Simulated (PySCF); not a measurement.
C₃H₁₄GeSi₂, singlet, at a GFN2-xTB geometry; CASSCF(6,4)/STO-3G (PySCF).

Input for PySCF:
```python
from pyscf import gto, scf, mcscf
import numpy

mol = gto.Mole()
mol.atom = '''
    Si    3.00635091    0.00300964    0.41314387
    Si    1.21705344   -0.25597497   -1.03508840
    Ge   -0.89493537    0.02653634    0.00523149
    C    -2.05162064    1.35023126   -0.93346148
    C    -1.93425732   -1.67030523    0.10697029
    C    -0.69981981    0.67797475    1.87773112
    H     3.06377754    1.34979672    0.99100892
    H     2.94200763   -0.92659022    1.54618503
    H     4.29844088   -0.22491940   -0.23685074
    H     1.30903775    0.68488193   -2.16226944
    H     1.24332852   -1.57846496   -1.67895006
    H    -1.57687436    2.32711364   -0.96751066
    H    -3.00544941    1.45835032   -0.42345490
    H    -2.25048817    1.04028211   -1.95573991
    H    -2.12126364   -2.07509994   -0.88392232
    H    -1.39719133   -2.42239740    0.67861852
    H    -2.89452079   -1.50572846    0.58890708
    H    -0.12113474   -0.01956939    2.47762805
    H    -0.19427084    1.63958730    1.90844842
    H    -1.67094155    0.79770436    2.35027855
'''
mol.basis = 'sto-3g'
mol.verbose = 4
mol.build()

mf = scf.RHF(mol)
mf.kernel()
mc = mcscf.CASSCF(mf, 4, 6)
mc.fix_spin_(ss=0.0)
mc.kernel()
occ = numpy.linalg.eigvalsh(mc.fcisolver.make_rdm1(mc.ci, mc.ncas, mc.nelecas))[::-1]
ss = mc.fcisolver.spin_square(mc.ci, mc.ncas, mc.nelecas)[0]
print('natural occupations', occ.round(4), ' <S^2>', round(ss, 4))
```

It wrote (shortened):

```
PySCF version 2.14.0

[INPUT] verbose = 4
[INPUT] num. atoms = 20
[INPUT] num. electrons = 92
[INPUT] charge = 0
[INPUT] spin (= nelec alpha-beta = 2S) = 0
[INPUT] symmetry False subgroup None
[INPUT] Mole.unit = angstrom
[INPUT] Symbol           X                Y                Z      unit          X                Y                Z       unit  Magmom
[INPUT]  1 Si     3.006350910000   0.003009640000   0.413143870000 AA    5.681179854237   0.005687395334   0.780728764343 Bohr   0.0
[INPUT]  2 Si     1.217053440000  -0.255974970000  -1.035088400000 AA    2.299897680560  -0.483722588044  -1.956033590714 Bohr   0.0
[INPUT]  3 Ge    -0.894935370000   0.026536340000   0.005231490000 AA   -1.691182748486   0.050146414948   0.009886083323 Bohr   0.0
[INPUT]  4 C     -2.051620640000   1.350231260000  -0.933461480000 AA   -3.877001121105   2.551567286226  -1.763986545031 Bohr   0.0
[INPUT]  5 C     -1.934257320000  -1.670305230000   0.106970290000 AA   -3.655216589235  -3.156419429129   0.202144551565 Bohr   0.0
[INPUT]  6 C     -0.699819810000   0.677974750000   1.877731120000 AA   -1.322467777445   1.281186596870   3.548397552373 Bohr   0.0
[INPUT]  7 H      3.063777540000   1.349796720000   0.991008920000 AA    5.789700457194   2.550746124636   1.872735445801 Bohr   0.0
[INPUT]  8 H      2.942007630000  -0.926590220000   1.546185030000 AA    5.559588677081  -1.751001745500   2.921866244602 Bohr   0.0
[INPUT]  9 H      4.298440880000  -0.224919400000  -0.236850740000 AA    8.122876025834  -0.425036066101  -0.447583031001 Bohr   0.0
[INPUT] 10 H      1.309037750000   0.684881930000  -2.162269440000 AA    2.473722834217   1.294239275364  -4.086097049117 Bohr   0.0
[INPUT] 11 H      1.243328520000  -1.578464960000  -1.678950060000 AA    2.349550385661  -2.982866471623  -3.172755790222 Bohr   0.0
[INPUT] 12 H     -1.576874360000   2.327113640000  -0.967510660000 AA   -2.979860673249   4.397607440340  -1.828330169997 Bohr   0.0
[INPUT] 13 H     -3.005449410000   1.458350320000  -0.423454900000 AA   -5.679476266136   2.755882698472  -0.800213787105 Bohr   0.0
[INPUT] 14 H     -2.250488170000   1.040282110000  -1.955739910000 AA   -4.252806287874   1.965848280185  -3.695812800782 Bohr   0.0
[INPUT] 15 H     -2.121263640000  -2.075099940000  -0.883922320000 AA   -4.008607317598  -3.921370567701  -1.670371100190 Bohr   0.0
[INPUT] 16 H     -1.397191330000  -2.422397400000   0.678618520000 AA   -2.640308957317  -4.577667650858   1.282403145858 Bohr   0.0
[INPUT] 17 H     -2.894520790000  -1.505728460000   0.588907080000 AA   -5.469851554960  -2.845414407363   1.112873094017 Bohr   0.0
[INPUT] 18 H     -0.121134740000  -0.019569390000   2.477628050000 AA   -0.228911482770  -0.036980787525   4.682038453040 Bohr   0.0
[INPUT] 19 H     -0.194270840000   1.639587300000   1.908448420000 AA   -0.367118681589   3.098370954315   3.606444836659 Bohr   0.0
[INPUT] 20 H     -1.670941550000   0.797704360000   2.350278550000 AA   -3.157621899656   1.507442768771   4.441382775940 Bohr   0.0

nuclear repulsion = 652.823755784852
number of shells = 41
number of NR pGTOs = 195
number of NR cGTOs = 65
basis = sto-3g
ecp = {}

******** <class 'pyscf.scf.hf.RHF'> ********
method = RHF
initial guess = minao
damping factor = 0
level_shift factor = 0
DIIS = <class 'pyscf.scf.diis.CDIIS'>
diis_start_cycle = 1
diis_space = 8
diis_damp = 0
SCF conv_tol = 1e-09
SCF conv_tol_grad = None
SCF max_cycles = 50
direct_scf = True
direct_scf_tol = 1e-13
Set gradient conv threshold to 3.16228e-05
Initial guess from minao.
init E= -2740.29757019038
  HOMO = -0.41373457016766  LUMO = 0.0196967102247729  gap/eV = 11.79427
cycle= 1 E= -2743.30378195846  delta_E= -3.01  |g|= 0.529  |ddm|= 4.76
  HOMO = -0.218835255570079  LUMO = 0.38067474349527  gap/eV = 16.31350
cycle= 2 E= -2743.42590460574  delta_E= -0.122  |g|= 0.0637  |ddm|= 1.08
  HOMO = -0.294363242991908  LUMO = 0.357980344211769  gap/eV = 17.75117
cycle= 3 E= -2743.42777019461  delta_E= -0.00187  |g|= 0.0147  |ddm|= 0.12
  HOMO = -0.29756614263189  LUMO = 0.356506303295755  gap/eV = 17.79822
cycle= 4 E= -2743.42788561144  delta_E= -0.000115  |g|= 0.00113  |ddm|= 0.0367
  HOMO = -0.296868665720617  LUMO = 0.357308103999668  gap/eV = 17.80106
cycle= 5 E= -2743.42788628028  delta_E= -6.69e-07  |g|= 0.000255  |ddm|= 0.00245
  HOMO = -0.296897334828787  LUMO = 0.357286731972635  gap/eV = 17.80126
cycle= 6 E= -2743.42788631718  delta_E= -3.69e-08  |g|= 5.38e-05  |ddm|= 0.000585
  HOMO = -0.296906631040165  LUMO = 0.35728079304919  gap/eV = 17.80135
cycle= 7 E= -2743.42788631895  delta_E= -1.77e-09  |g|= 1.2e-05  |ddm|= 0.000131
  HOMO = -0.296906693619681  LUMO = 0.357281795630209  gap/eV = 17.80138
cycle= 8 E= -2743.42788631905  delta_E= -1.01e-10  |g|= 1.66e-06  |ddm|= 3.51e-05
  HOMO = -0.296906745986897  LUMO = 0.35728153251459  gap/eV = 17.80137
Extra cycle  E= -2743.42788631905  delta_E=    0  |g|= 5.69e-07  |ddm|= 3.49e-06
converged SCF energy = -2743.42788631905

******** <class 'pyscf.mcscf.mc1step.CASSCF'> ********
CAS (3e+3e, 4o), ncore = 43, nvir = 18
max_cycle_macro = 50
max_cycle_micro = 4
conv_tol = 1e-07
conv_tol_grad = None
orbital rotation max_stepsize = 0.02
orbital rotation threshold for CI restart = 0.01
augmented hessian ah_max_cycle = 30
augmented hessian ah_conv_tol = 1e-12
augmented hessian ah_linear dependence = 1e-14
augmented hessian ah_level shift = 1e-08
augmented hessian ah_start_tol = 2.5
augmented hessian ah_start_cycle = 3
augmented hessian ah_grad_trust_region = 3
kf_trust_region = 3
kf_interval = 4
ci_response_space = 4
ci_grad_trust_region = 3
with_dep4 0
natorb = False
canonicalization = True
sorting_mo_energy = False
ao2mo_level = 2
internal_rotation = False
******** <class 'pyscf.fci.addons.SpinPenaltyFCISolver'> ********
max. cycles = 50
conv_tol = 1e-08
davidson only = True
linear dependence = 1e-12
level shift = 0.001
max iter space = 12
nroots = 1
pspace_size = 400
spin = None
CASCI E = -2743.42993448458  S^2 = 0.0000000
Set conv_tol_grad to 0.000316228
macro iter   1 ( 21 JK    4 micro), CASSCF E = -2743.43206032124  dE = -2.12583665e-03  S^2 = 0.0000000
               |grad[o]|=0.00469  |grad[c]|=0.0133  |ddm|=0.0152  |maxRot[o]|=0.298
macro iter   2 ( 21 JK    4 micro), CASSCF E = -2743.43603477415  dE = -3.97445291e-03  S^2 = 0.0000000
               |grad[o]|=0.0059  |grad[c]|=0.0216  |ddm|=0.00861  |maxRot[o]|=0.277
macro iter   3 ( 17 JK    4 micro), CASSCF E = -2743.43764742775  dE = -1.61265360e-03  S^2 = 0.0000000
               |grad[o]|=0.00608  |grad[c]|=0.0161  |ddm|=0.00632  |maxRot[o]|=0.136
macro iter   4 ( 17 JK    4 micro), CASSCF E = -2743.43805429817  dE = -4.06870418e-04  S^2 = 0.0000000
               |grad[o]|=0.00362  |grad[c]|=0.000943  |ddm|=0.00401  |maxRot[o]|=0.137
macro iter   5 (  7 JK    2 micro), CASSCF E = -2743.43813993622  dE = -8.56380475e-05  S^2 = 0.0000000
               |grad[o]|=0.00171  |grad[c]|=0.00286  |ddm|=0.000806  |maxRot[o]|=0.0387
macro iter   6 (  7 JK    2 micro), CASSCF E = -2743.43817810238  dE = -3.81661612e-05  S^2 = 0.0000000
               |grad[o]|=0.00073  |grad[c]|=0.00469  |ddm|=0.000153  |maxRot[o]|=0.0698
macro iter   7 (  7 JK    2 micro), CASSCF E = -2743.43821799024  dE = -3.98878601e-05  S^2 = 0.0000000
               |grad[o]|=0.000616  |grad[c]|=0.00483  |ddm|=0.000896  |maxRot[o]|=0.0698
macro iter   8 (  7 JK    2 micro), CASSCF E = -2743.43825833505  dE = -4.03448112e-05  S^2 = 0.0000000
               |grad[o]|=0.000557  |grad[c]|=0.00407  |ddm|=0.0012  |maxRot[o]|=0.0698
macro iter   9 (  7 JK    2 micro), CASSCF E = -2743.43829828361  dE = -3.99485662e-05  S^2 = 0.0000000
               |grad[o]|=0.0005  |grad[c]|=0.00275  |ddm|=0.00135  |maxRot[o]|=0.0698
macro iter  10 (  7 JK    2 micro), CASSCF E = -2743.43833549540  dE = -3.72117838e-05  S^2 = 0.0000000
               |grad[o]|=0.000434  |grad[c]|=0.00172  |ddm|=0.0014  |maxRot[o]|=0.0698
macro iter  11 (  7 JK    2 micro), CASSCF E = -2743.43836681054  dE = -3.13151463e-05  S^2 = 0.0000000
               |grad[o]|=0.000357  |grad[c]|=0.000971  |ddm|=0.00135  |maxRot[o]|=0.0698
macro iter  12 (  7 JK    2 micro), CASSCF E = -2743.43838951665  dE = -2.27061078e-05  S^2 = 0.0000000
               |grad[o]|=0.000272  |grad[c]|=0.000812  |ddm|=0.0012  |maxRot[o]|=0.0698
macro iter  13 (  7 JK    2 micro), CASSCF E = -2743.43839061944  dE = -1.10278825e-06  S^2 = 0.0000000
               |grad[o]|=0.000183  |grad[c]|=0.00354  |ddm|=0.000449  |maxRot[o]|=0.0699
macro iter  14 (  7 JK    2 micro), CASSCF E = -2743.43839305035  dE = -2.43090881e-06  S^2 = 0.0000000
               |grad[o]|=0.000176  |grad[c]|=0.00227  |ddm|=0.00161  |maxRot[o]|=0.0699
macro iter  15 (  7 JK    2 micro), CASSCF E = -2743.43839833918  dE = -5.28883038e-06  S^2 = 0.0000000
               |grad[o]|=0.000173  |grad[c]|=0.000868  |ddm|=0.00226  |maxRot[o]|=0.0699
macro iter  16 (  7 JK    2 micro), CASSCF E = -2743.43840611161  dE = -7.77242803e-06  S^2 = 0.0000000
               |grad[o]|=0.000175  |grad[c]|=0.00275  |ddm|=0.00174  |maxRot[o]|=0.0689
macro iter  17 (  7 JK    2 micro), CASSCF E = -2743.43841237194  dE = -6.26033261e-06  S^2 = 0.0000000
               |grad[o]|=0.000174  |grad[c]|=0.000731  |ddm|=0.000765  |maxRot[o]|=0.0699
macro iter  18 (  7 JK    2 micro), CASSCF E = -2743.43841937200  dE = -7.00005558e-06  S^2 = 0.0000000
               |grad[o]|=0.000171  |grad[c]|=0.00162  |ddm|=0.000822  |maxRot[o]|=0.0699
macro iter  19 (  7 JK    2 micro), CASSCF E = -2743.43842786055  dE = -8.48855098e-06  S^2 = 0.0000000
               |grad[o]|=0.00017  |grad[c]|=0.00334  |ddm|=0.000882  |maxRot[o]|=0.0699
macro iter  20 (  7 JK    2 micro), CASSCF E = -2743.43843855162  dE = -1.06910743e-05  S^2 = 0.0000000
               |grad[o]|=0.000168  |grad[c]|=0.00556  |ddm|=0.00089  |maxRot[o]|=0.0699
macro iter  21 (  7 JK    2 micro), CASSCF E = -2743.43845173343  dE = -1.31818088e-05  S^2 = 0.0000000
               |grad[o]|=0.000162  |grad[c]|=0.00806  |ddm|=0.000884  |maxRot[o]|=0.0699
macro iter  22 (  7 JK    2 micro), CASSCF E = -2743.43846634137  dE = -1.46079378e-05  S^2 = 0.0000000
               |grad[o]|=0.000154  |grad[c]|=0.00962  |ddm|=0.000817  |maxRot[o]|=0.0699
macro iter  23 (  7 JK    2 micro), CASSCF E = -2743.43848083429  dE = -1.44929209e-05  S^2 = 0.0000000
               |grad[o]|=0.000141  |grad[c]|=0.00937  |ddm|=0.000664  |maxRot[o]|=0.0699
macro iter  24 (  7 JK    2 micro), CASSCF E = -2743.43849399511  dE = -1.31608185e-05  S^2 = 0.0000000
               |grad[o]|=0.000125  |grad[c]|=0.00754  |ddm|=0.000484  |maxRot[o]|=0.0699
macro iter  25 (  7 JK    2 micro), CASSCF E = -2743.43850516079  dE = -1.11656809e-05  S^2 = 0.0000000
               |grad[o]|=0.000109  |grad[c]|=0.00493  |ddm|=0.000329  |maxRot[o]|=0.0699
macro iter  26 (  6 JK    1 micro), CASSCF E = -2743.43851488211  dE = -9.72132375e-06  S^2 = 0.0000000
               |grad[o]|=9.2e-05  |grad[c]|=0.00255  |ddm|=0.000285  |maxRot[o]|=0.0798
macro iter  27 (  6 JK    1 micro), CASSCF E = -2743.43852092023  dE = -6.03811986e-06  S^2 = 0.0000000
               |grad[o]|=7.2e-05  |grad[c]|=0.00131  |ddm|=0.000167  |maxRot[o]|=0.0798
macro iter  28 (  4 JK    1 micro), CASSCF E = -2743.43852245597  dE = -1.53574229e-06  S^2 = 0.0000000
               |grad[o]|=4.88e-05  |grad[c]|=0.000881  |ddm|=3.94e-05  |maxRot[o]|= 0.04
macro iter  29 (  1 JK    1 micro), CASSCF E = -2743.43852245598  dE = -5.91171556e-12  S^2 = 0.0000000
               |grad[o]|=2.71e-05  |grad[c]|=3.55e-06  |ddm|=1.94e-06  |maxRot[o]|=    0
1-step CASSCF converged in  29 macro (240 JK  62 micro) steps
CASSCF canonicalization
Density matrix diagonal elements [1.99997361 1.98869202 1.99062455 0.02070981]
CASSCF energy = -2743.43852245598
CASCI E = -2743.43852245598  E(CI) = -16.7512797030258  S^2 = 0.0000000
natural occupations [2.     1.9996 1.9798 0.0207]  <S^2> 0.0
```
